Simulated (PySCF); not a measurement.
A species of formula C6H12OP2 has this rotational fingerprint, computed with PySCF, PBE0-D3(BJ)/def2-SVP geometry optimisation, gas phase:

| Item | Value |
| --- | --- |
| Rotational constants | A = 2482, B = 772.3, C = 716.2 MHz |
| Dipole components | \|μa\| = 0.18 D, \|μb\| = 0.00 D, \|μc\| = 2.53 D |
| Inertial defect | -152.24 u·Å² |
| κ | -0.94 |

Question: Which structure is it? (One computed conformer of each.)
A. `[CH3:1]/[CH:2]=[CH:3]/[P@@:4]([CH3:5])(=[O:6])/[CH:7]=[CH:8]/[PH2:9]` with C2–C3–P4–C5 -127°, C3–P4–C7–C8 -124°, C7–C8–P9–H -126° and -30°
B. `[CH2:1]=[CH:2][CH2:3]/[P:4]=[P:5]/[CH2:6][CH2:7][CH2:8][OH:9]` with C1–C2–C3–P4 -112°, C2–C3–P4–P5 9°, P4–P5–C6–C7 0°, P5–C6–C7–C8 -178°, C6–C7–C8–O9 -176°
C. `[CH2:1]=[CH:2][P:3]1(=[O:4])[CH2:5][CH2:6][PH:7][CH2:8][CH2:9]1` with C1–C2–P3–O4 0°, C2–P3–C5–C6 173°, P3–C5–C6–P7 -69°, C5–C6–P7–C8 65°, C6–P7–C8–C9 -65°

Answer: C. It is C=CP1(=O)CCPCC1, a near-prolate asymmetric top, point group Cs. The candidates at the same level (rigid rotor, commonest isotopes):

| SMILES | A (MHz) | B (MHz) | C (MHz) | μa (D) | μb (D) | μc (D) | Δ (u·Å²) | point group | rotor |
| --- | --- | --- | --- | --- | --- | --- | --- | --- | --- |
| C=CP1(=O)CCPCC1 | 2482 | 772.3 | 716.2 | 0.18 | 0.00 | 2.53 | -152.24 | Cs | near-prolate asymmetric top |
| C=CC/P=P/CCCO | 3379 | 422.3 | 385.0 | 0.89 | 0.12 | 1.03 | -33.64 | C1 | near-prolate asymmetric top |
| C/C=C/[P@@](C)(=O)/C=C/P | 1757 | 531.0 | 463.2 | 1.17 | 1.22 | 3.41 | -148.33 | C1 | asymmetric top |

`C/C=C/[P@@](C)(=O)/C=C/P` has C 35 % too low; `C=CC/P=P/CCCO` has C 46 % too low. In the right answer the mirror of this Cs structure is the ac plane, so μb vanishes by symmetry (the 0.02 D computed is a residue). No structure here is proved a minimum.
